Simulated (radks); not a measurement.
Results of a calculation; reference values are marked as such.
Neutral manganese inside a hard spherical wall (all orbitals vanish at R), configuration held at [Ar] 3d5 4s2 and not refilled when levels cross. Code: a radial shooting solver on a logarithmic mesh with Libxc functionals. Model: non-relativistic Kohn-Sham, LDA (Slater exchange, VWN5 correlation), spin-unpolarised, spherical densities, point nucleus. Eigenvalues in eV, with the zero of energy where the potential of the charges vanishes at infinity; a dash marks a level that is unbound or too diffuse for the functional's potential to be trusted. A positive occupied level is held by the wall or, in an anion where self-interaction has pushed it up, behind a barrier. The pressure on the wall is -dE/dV.

R (bohr),E (hartree),kinetic (hartree),e(3s),e(3p),e(3d),e(4s),"e(4p, empty)","e(5s, empty)",pressure (GPa)
free,-1148.44937,1146.991,-83.720,-54.190,-7.253,-5.201,-1.492,-0.037,0
20,-1148.44937,1146.991,-83.720,-54.190,-7.253,-5.201,-1.492,0.079,< 0.0001
15,-1148.44937,1146.991,-83.719,-54.190,-7.253,-5.201,-1.489,0.322,< 0.0001
12,-1148.44934,1146.991,-83.716,-54.186,-7.249,-5.198,-1.467,0.825,0.000602
8,-1148.44578,1147.020,-83.515,-53.985,-7.055,-5.020,-1.027,4.067,0.153
4,-1148.05785,1148.588,-77.852,-48.389,-1.682,2.458,9.508,42.416,73.3
3,-1146.89708,1152.431,-69.601,-40.310,6.626,18.686,29.160,100.18,609
